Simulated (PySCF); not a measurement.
Computed IR spectrum (relative IR intensity) of a molecule C3H6N2Si. Coordinates come from a PBE0-D3(BJ)/def2-SVP optimisation. Other conformers were not sampled. Level of theory: PBE0-D3(BJ)/def2-SVP (PySCF). Frequencies are harmonic and unscaled.

| ν (cm⁻¹) | relative intensity |
|---|---|
| 403 | 8.0 |
| 491 | 17 |
| 611 | 46 |
| 701 | 12 |
| 713 | 12 |
| 751 | 18 |
| 879 | 39 |
| 934 | 96 |
| 938 | 45 |
| 992 | 2.0 |
| 1100 | 80 |
| 1241 | 11 |
| 1350 | 6.8 |
| 1385 | 7.7 |
| 1429 | 18 |
| 1441 | 13 |
| 1625 | 100 |
| 1707 | 91 |
| 2251 | 57 |
| 2257 | 73 |
| 3048 | 4.0 |
| 3131 | 2.2 |
| 3142 | 34 |
| 3176 | 4.8 |

**Question.** Identify the compound among the candidates.
(A) [SiH3]n1ccnc1
(B) C1=NC[SiH2]N=C1
(C) CC1=NC=N[SiH2]1
(D) C1=NCN=C[SiH2]1

**Answer.** C, CC1=NC=N[SiH2]1
